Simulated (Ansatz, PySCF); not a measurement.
Pair of molecules: CH3F (SMILES CF) (first 5 atoms) with CH2F2 (SMILES FCF); geometry from B3LYP-D3(BJ)/def2-TZVP.
(charge 0, multiplicity 1):
```xyz
10

C      0.0867    -0.7124    -0.2289
F      0.3203     0.5107     0.4034
H     -0.0283    -1.4786     0.5363
H     -0.8229    -0.6250    -0.8232
H      0.9384    -0.9364    -0.8713
F      0.0299    -1.1122     3.0849
C      0.2849     0.2014     3.3672
F      0.3268     0.3425     4.7223
H     -0.5294     0.8065     2.9711
H      1.2568     0.4640     2.9515
```

Monomers are frozen at their geometry in the pair; levels with a basis set take the counterpoise correction. Rows marked so take none.

Rows in 6-31G* carry no dispersion term and start afresh at each structure (6-31G* with six Cartesian d functions). MP2/6-31G* freezes PySCF's default core.

Programs: Ansatz (a first-principles code) with Gaussian orbitals; PySCF for 6-31G* rows, the dispersion terms. Values without a source in brackets are computed.

Problem. What is the computed interaction energy (revPBE/def2-TZVPPD)?

Solution. -1 kJ/mol

Problem. Estimate the interaction energy that MP2/6-31G* (no counterpoise) returns for this input.

Solution. -20 kJ/mol

Problem. Give the interaction energy at the level revPBE-D3(BJ)/def2-TZVPPD.

Solution. -8 kJ/mol
